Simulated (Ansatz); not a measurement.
The cluster Li6O2, relaxed as a singlet with RKS PBE0-D4/def2-TZVP in Ansatz, starting from the GFN1-xTB geometry. Force threshold 0.02 eV/Å.

The structure holds 1 bond(s) between oxygen atoms. The restricted singlet is unstable towards broken spin symmetry in Hartree–Fock (as tested in another run); at PBE0-D4/def2-TZVP this wasn't settled. Another isomer (singlet) lies 4.16 eV lower at PBE0-D4/def2-TZVP; other spin states weren't run for this one.

Start:

```xyz
8

Li    1.6204   -1.5175   -0.5209
Li    0.2522   -1.4444    1.5363
Li    0.5201    0.2208   -2.1707
Li   -0.9259    0.2187    2.7829
Li   -0.4838    1.4163    0.6687
Li   -0.8534   -0.9302   -0.5336
O    -0.7438    0.8832   -1.0666
O     0.6142    1.1532   -0.6962
```

| step | energy (eV) | largest force component (eV/Å) | SCF passes |
| --- | --- | --- | --- |
| 1 | -5315.3670 | 1.410 | 42 |
| 2 | -5315.9918 | 0.786 | 23 |
| 3 | -5316.3600 | 0.406 | 22 |
| 4 | -5316.5906 | 0.417 | 24 |
| 5 | -5316.8221 | 0.611 | 23 |
| 6 | -5316.9654 | 0.413 | 23 |
| 7 | -5317.0292 | 0.164 | 26 |
| 8 | -5317.0595 | 0.121 | 27 |
| 9 | -5317.0652 | 0.158 | 26 |
| 10 | -5317.0917 | 0.232 | 27 |
| 11 | -5317.0989 | 0.095 | 25 |
| 13 | -5317.1223 | 0.243 | 23 |
| 15 | -5317.1338 | 0.159 | 23 |
| 17 | -5317.1574 | 0.148 | 21 |
| 19 | -5317.1891 | 0.253 | 21 |
| 21 | -5317.2045 | 0.274 | 22 |
| 23 | -5317.2346 | 0.193 | 22 |
| 25 | -5317.3189 | 0.205 | 22 |
| 27 | -5317.4356 | 0.161 | 22 |
| 29 | -5317.5026 | 0.218 | 21 |
| 31 (rejected) | -5317.4894 | 0.378 | 21 |
| 32 | -5317.5556 | 0.010 | 21 |

Force components are those of the run's own axes.

End:

```xyz
8

Li    1.1992    0.0781    0.7837
Li    0.8906   -3.0428    0.2189
Li    0.6651   -0.6265   -1.8196
Li   -1.0332    1.0397    2.8191
Li   -0.5655    1.9482   -0.1819
Li   -1.2577   -0.6992    0.1524
O    -0.6436    0.4311   -1.1614
O     0.7452    0.8714   -0.8112
```

Bonds lost: Li2–Li4 (atoms count from 1). Bonds formed: Li1–O8 (atoms count from 1). Metal–metal contacts that move far: Li1–Li5 3.80 to 2.75 Å, Li2–Li6 2.40 to 3.18 Å, Li1–Li2 2.47 to 3.19 Å, Li4–Li5 2.47 to 3.17 Å.

No frequencies were taken in this run, so the end may be a saddle point.

Run time 41 s (4 threads of Arm Neoverse V2 on a shared host).
